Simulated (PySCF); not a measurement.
How methods differ on the excitation energy of W⁺

W⁺ [Xe] 4f14 5d4 6s1 (6D) → W⁺ [Xe] 4f14 5d3 6s2 (4F), as a difference of total energies. Calculation: PySCF 2.14, in def2-TZVPPD with the def2 core potential (60 electrons); a scalar-relativistic core potential. Correlated levels: valence: 5s2 5p6 frozen; valence and next inner shell: nothing frozen outside the core potential. The calculations carry no spin-orbit coupling.

```
                                method  excitation energy (eV)
                                   UHF                   2.461
                                   LDA                   1.758
                                   PBE                   1.978
                                  PBE0                   2.089
                                r2SCAN                   2.414
                                 TPSSh                   1.991
                                 B97-3                   1.318
                               LC-wPBE                   2.115
                                 wB97X                   0.789
                         MP2 (valence)                   1.874
                     SCS-MP2 (valence)                   1.238
    MP2 (valence and next inner shell)                   1.782
SCS-MP2 (valence and next inner shell)                   1.323
```

**Question.** How much does correlation contribute at MP2 (valence and next inner shell)?

**Answer.** 1.782 − (2.461) = -0.679 eV, measured against UHF.
